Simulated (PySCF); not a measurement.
## [C5H6N2O]-: g tensor and hyperfine couplings

C₅H₆N₂O (charge -1 and doublet state).
Cartesian coordinates in Å at the GFN2-xTB level; atoms count from 1:
```
atom  x, y, z in Å
O1    -2.4099    0.8811    0.7152
C2    -1.8704   -0.2325    0.0419
C3    -0.3735   -0.1168   -0.0319
N4     0.1314    1.0505    0.5776
C5     1.4449    1.1667    0.5203
N6     2.3521    0.3840   -0.0044
C7     1.8380   -0.7719   -0.6063
C8     0.4789   -1.0234   -0.6217
H9    -1.5928    1.3928    0.9279
H10   -2.3172   -0.2918   -0.9712
H11   -2.1734   -1.1564    0.5751
H12    1.8367    2.0746    0.9947
H13    2.5711   -1.4357   -1.0486
H14    0.0836   -1.9217   -1.0910
```

The hyperfine couplings belong to this conformer and change with its torsions.

As a line formula: `OCC1=NC=N[CH][CH-]1` [radical] (charge -1).

The calculation used UKS B3LYP, pcH-1 on C H N O, non-relativistic, mean-field spin-orbit, GIAO (PySCF). Whether the extra electron is bound in the gas phase wasn't checked; a finite basis holds it in any case. The geometry wasn't refined by DFT: couplings that depend on bond lengths, twists or pyramidal angles can differ widely from those at the functional's own minimum, by a factor of two or more for some ions and for spin on atoms past the first row. No stability test was run, so a lower SCF solution isn't excluded.

```json
{
  "g1, g2, g3": "2.00209, 2.00320, 2.00398",
  "g_iso": "2.00309",
  "Form of g": "rhombic: the two nearest values differ by 41 % of g3 − g1",
  "⟨S²⟩": "0.7635 (exact 0.7500)"
}
```

Isotropic coupling and dipolar principal values T1 to T3, in MHz:

```csv
atom,isotope,a_iso,T1,T2,T3,Mulliken spin population
O1,17O,1.4,-0.6,0.3,0.3,0.00
C2,13C,-18.6,-1.0,-0.3,1.3,-0.04
C3,13C,33.7,-36.0,-35.0,71.1,0.39
N4,14N,10.6,-12.8,-12.5,25.2,0.22
C5,13C,-14.9,-8.9,2.5,6.4,-0.06
N6,14N,6.9,-9.9,-9.6,19.5,0.17
C7,13C,35.8,-37.3,-35.8,73.1,0.45
C8,13C,-34.4,-17.3,7.1,10.2,-0.15
H9,1H,-0.9,-3.7,-3.4,7.1,0.00
H10,1H,45.7,-2.6,-2.3,5.0,0.02
H11,1H,45.9,-2.6,-2.3,5.0,0.02
H12,1H,-1.1,-3.9,1.1,2.8,0.00
H13,1H,-32.3,-18.8,0.5,18.4,-0.03
H14,1H,5.9,-4.1,0.6,3.5,0.01
```

The Mulliken spin populations are largest on C7 (+0.45), C3 (+0.39), N4 (+0.22) and N6 (+0.17). Four atoms exceed +0.15. The positive populations add up to 1.28 and the negative ones to -0.28, together 2S = 1.

The SMILES `OCC1=NC=N[CH][CH-]1` draws the unpaired electron on C7, whose computed spin population is only +0.45.

Axes: g2 points within 5° of the N6–C7 bond.

Under fast tumbling the dipolar parts average out, and these isotropic splittings remain (the largest six): 2 × 1H (H10/H11, I = 1/2, 3 lines) with 1.63 mT, 1 × 1H (H13, I = 1/2, 2 lines) with 1.15 mT, 1 × 14N (N4, I = 1, 3 lines) with 0.38 mT, 1 × 14N (N6, I = 1, 3 lines) with 0.25 mT, 1 × 1H (H14, I = 1/2, 2 lines) with 0.21 mT and 1 × 1H (H12, I = 1/2, 2 lines) with 0.04 mT.

Class means assume fast exchange of nuclei equivalent by connectivity; if that motion is slow, each nucleus keeps its own coupling.

The 13C coupling of C7 (35.8 MHz) shows only in satellite lines or after enrichment, since that isotope makes up about 1.07 % of natural carbon.

Examples of negative spin density at the nucleus (bohr⁻³): C8 (-0.0306), C2 (-0.0165) and C5 (-0.0133).

On one thread, Arm Neoverse V1 (aarch64), no GPU, shared host, this took 56 s wall (grids of density and orbitals included) and 0.96 GiB of memory at its peak.
